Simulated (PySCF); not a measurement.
C₁₂H₁₄.
Atom-mapped SMILES: `[CH:1]#[C:2][C@@H:3]1[CH2:4][C@:5]2([C:6]#[C:7][CH3:8])[CH2:9][C@H:10]1[C@@H:11]2[CH3:12]`

Structure used (PBE0-D3(BJ)/def2-SVP), in Å, numbered top down from 1:
```xyz
26
C12H14 angstrom
C      3.5242   -0.7170   -1.8737
C      2.4738   -0.8907   -1.2954
C      1.2150   -1.0968   -0.5940
C      0.2051    0.0874   -0.7074
C      0.0199    0.4055    0.7881
C     -0.8877    1.4764    1.1331
C     -1.6569    2.3684    1.4255
C     -2.5739    3.4411    1.7746
C      1.4888    0.3539    1.2897
C      1.3552   -1.1407    0.9443
C     -0.1122   -1.0178    1.4204
C     -1.2026   -1.9703    0.9926
H      4.4553   -0.5686   -2.3882
H      0.7684   -2.0335   -0.9669
H     -0.7363   -0.2008   -1.1959
H      0.6251    0.9444   -1.2515
H     -2.0638    4.4174    1.7690
H     -2.9996    3.2926    2.7795
H     -3.4115    3.4983    1.0615
H      2.2352    0.9494    0.7430
H      1.5586    0.5377    2.3706
H      2.0385   -1.8992    1.3481
H     -0.1236   -0.9056    2.5164
H     -1.0636   -2.9577    1.4601
H     -1.2426   -2.1215   -0.0962
H     -2.1857   -1.5875    1.3081
```

Probes without a nucleus sit at each ring's centroid and 1 Å off its mean plane on both sides; NICS is minus the shielding there, NICSzz its component along the normal. Level: GIAO PBE0/pcSseg-1 (PySCF, non-relativistic, gas phase) on the PBE0-D3(BJ)/def2-SVP geometry, one conformer.

Ring bond lengths (Å), with Mayer bond orders in brackets: C3–C4 1.560 (0.95), C4–C5 1.540 (1.01), C5–C9 1.553 (0.92), C9–C10 1.540 (0.94), C10–C3 1.545 (0.96); C5–C9 1.553 (0.92), C9–C10 1.540 (0.94), C10–C11 1.548 (0.93), C11–C5 1.563 (0.89).

Problem. Give the NICS values of each ring in ppm.

Solution. 
```
           ring                                            type  NICS(0)  NICS(1), two faces  NICS(1)zz, two faces  rms pucker (Å)  centre to ring atoms, mean (Å)
C3–C4–C5–C9–C10  5-membered carbocycle; formal bonds all single    -10.0        -20.4 / -4.5          -22.4 / -4.7            0.33                            1.24
  C5–C9–C10–C11  4-membered carbocycle; formal bonds all single    -13.7        -5.8 / -13.6          -2.8 / -18.6            0.24                            1.07
```

Problem. What can be read from them?

Solution. 
- C3–C4–C5–C9–C10: mean NICS(1)zz -13.5 ppm, shielded. C3, C4, C5, C9, C10 have four or more neighbours; no verdict on aromaticity is drawn. C11, outside the ring, lies only 0.76 Å from a NICS(1) probe, which then mostly feels that atom. The two faces differ by 17.7 ppm, so no symmetry operation interchanges them.
- C5–C9–C10–C11: mean NICS(1)zz -10.7 ppm, shielded. C5, C9, C10, C11 have four or more neighbours; no verdict on aromaticity is drawn. C3, outside the ring, lies only 1.09 Å from a NICS(1) probe, which then mostly feels that atom. The two faces differ by 15.8 ppm, so no symmetry operation interchanges them.

Problem. At the first NICS(1) probe listed for ring C3–C4–C5–C9–C10, 1 Å off the ring, how large is the induced field along the normal in 9.4 T applied along it?

Solution. NICSzz × B0 = -22.4 ppm × 9.4 T = -211 μT, against the applied field.

Problem. Give the inner angles of the rings and the Hirshfeld charges of the ring atoms.

Solution. 
- C3–C4–C5–C9–C10: C3 98.8° (-0.012 e), C4 99.4° (-0.062 e), C5 101.1° (+0.023 e), C9 83.0° (-0.070 e), C10 101.7° (-0.024 e); sum 484.1° against 540° for a flat convex ring.
- C5–C9–C10–C11: C5 85.4° (+0.023 e), C9 83.0° (-0.070 e), C10 86.3° (-0.024 e), C11 82.4° (-0.018 e); sum 337.1° against 360° for a flat convex ring.

Problem. What are the shieldings of the ring atoms and their hydrogens in the same run (means over atoms taken as equivalent)?

Solution. 
| atoms | environment | σ isotropic (ppm) | principal values of the symmetric part, first atom (ppm) |
| --- | --- | --- | --- |
| C3 | propargylic carbon | 155.4 | 142.7, 160.1, 163.5 |
| C4 | ring CH2 carbon | 144.1 | 124.7, 139.9, 167.6 |
| C5 | sp3 carbon at a ring junction | 142.8 | 122.2, 133.9, 172.4 |
| C9 | four-membered-ring carbon | 140.0 | 127.6, 139.8, 152.6 |
| C10 | sp3 carbon at a ring junction | 137.2 | 119.4, 133.9, 158.3 |
| C11 | four-membered-ring carbon | 133.7 | 120.2, 133.9, 147.0 |
| H14 | methine hydrogen | 28.75 | 22.3, 29.7, 34.3 |
| H15 | methylene hydrogen | 29.40 | 27.0, 27.0, 34.3 |
| H16 | methylene hydrogen | 29.65 | 25.3, 28.9, 34.8 |
| H20 | methylene hydrogen | 29.64 | 24.5, 28.5, 35.9 |
| H21 | methylene hydrogen | 29.94 | 26.6, 27.9, 35.3 |
| H22 | methine hydrogen | 29.40 | 24.6, 26.8, 36.8 |
| H23 | methine hydrogen | 29.72 | 25.3, 30.3, 33.6 |

Problem. How do the values depend on the level or the medium?

Solution. 
```csv
level,"NICS(0), C3–C4–C5–C9–C10","mean NICS(1)zz, C3–C4–C5–C9–C10","NICS(0), C5–C9–C10–C11","mean NICS(1)zz, C5–C9–C10–C11"
"PBE0/pcSseg-1, gas",-10.0,-13.5,-13.7,-10.7
"wB97X-D/pcSseg-1, gas",-9.9,-13.4,-13.6,-10.7
```

The geometry is the same throughout.

On 2 threads, AMD EPYC 9R45 (x86_64), on a shared host, this took 42 s wall, 1.8 min CPU (grids of density and orbitals included) and 2.5 GiB of memory at its peak. This is the whole shielding run at PBE0/pcSseg-1, SCF included.
